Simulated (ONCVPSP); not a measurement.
## chlorine (Cl): ONCV pseudisation with PBEsol, scalar-relativistic reference atom.

| Property | Result |
| --- | --- |
| Element | Cl (Z = 17) |
| Generator | ONCVPSP 4.0.1 |
| Type | optimised norm-conserving Vanderbilt (ONCV) |
| Functional | PBEsol |
| Relativity | scalar-relativistic |
| Frozen core | [Ne] |
| Valence charge | 7 |
| Reference configuration | 3s1 3p6 |
| Partial waves | 3s: rc 1.35 bohr, ncon 3, nbas 7, qcut 5.9 1/bohr, 2 projectors, debl 1 Ha; 3p: rc 1.05 bohr, ncon 4, nbas 9, qcut 7.6 1/bohr, 3 projectors, debl 1.1 Ha |
| Local potential | polynomial inside 1.05 bohr (lpopt 5, dvloc0 6 Ha) |
| Core correction | Teter function, fcfact 3.25, rcfact 1.05 |

All-electron outer shells of the reference configuration (PBEsol, scalar-relativistic, ld1.x):

```json
{"shell": "2s", "level (eV)": "-253.55", "outermost node (bohr)": "0.12", "outermost maximum (bohr)": "0.36"}
{"shell": "2p", "level (eV)": "-192.76", "outermost node (bohr)": "–", "outermost maximum (bohr)": "0.30"}
{"shell": "3s", "level (eV)": "-21.27", "outermost node (bohr)": "0.55", "outermost maximum (bohr)": "1.27"}
{"shell": "3p", "level (eV)": "-9.10", "outermost node (bohr)": "0.53", "outermost maximum (bohr)": "1.43"}
```

Problem. Does the generator finish with these settings?

Solution. Yes, a potential is produced and its reference levels are reproduced.

Problem. Estimate the cutoffs (Ha) at which the residual kinetic energy of the hardest occupied pseudo-wave falls to 1 and 0.1 mHa per electron.

Solution. 46 Ha and 231 Ha.

Problem. Does the potential have ghost states?

Solution. Ghosts flagged at negative energy: p at -193.9 eV; no localised positive-energy state flagged. A true bound ghost makes a file unfit for plane-wave use.

Problem. Which valence shell sets the plane-wave cutoff?

Solution. 3p: 46 Ha for 1 mHa per electron, against 15 Ha for 3s.

Problem. Tests: 3s2 3p5; 3s2 3p4; 3s2 3p3; 3s1 3p5. Which has the largest error in its energy relative to the reference configuration, and how large is it?

Solution. 3s2 3p3, with +7.0 meV (all-electron minus pseudo) on +27.12 eV.
